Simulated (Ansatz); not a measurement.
System: sum formula H9Si2N2O, net charge 1, singlet state. It need not be the lowest isomer of its formula. 
Coordinates optimised at B3LYP-D3(BJ)/def2-TZVP (Ansatz, a program for electronic structure):
SMILES: N[SiH2][OH+][SiH2]N
```xyz
14

N     -2.3560     0.6095    -1.4748
Si    -1.6781    -0.0998    -0.1153
O      0.1087     0.0695    -0.3241
Si     1.4795    -0.5947     0.6372
N      2.6244     0.6086     0.8378
H     -2.7478     1.5392    -1.4698
H     -2.6127     0.0922    -2.3022
H     -1.8116    -1.5565    -0.0428
H     -1.9181     0.6506     1.1190
H      0.3455     0.6308    -1.0808
H      0.7103    -0.9595     1.8309
H      1.9792    -1.6856    -0.2013
H      2.5888     1.3158     1.5561
H      3.4999     0.6138     0.3369
```
Charge +1, spin multiplicity 1.

Basis-set convergence of Hartree-Fock and MP2 correlation energies (hartree) with Ansatz. Cores are frozen in the correlated levels unless marked. No spin-orbit coupling. No relativistic terms.

```csv
basis,functions,E(HF),"E(corr, MP2)"
cc-pV(D+d)Z,133,-766.79293,-0.72422
cc-pV(T+d)Z,294,-766.89599,-0.90955
cc-pV(Q+d)Z,563,-766.91942,-0.97645
```

Extrapolating the two largest sets (X = 3 and 4) as X^-3: E(corr) = (64·(-0.97645) - 27·(-0.90955))/37 = -1.0253 Eh, an estimate of the basis-set limit. The largest set recovers 95.2 % of it, the smallest 70.6 %.
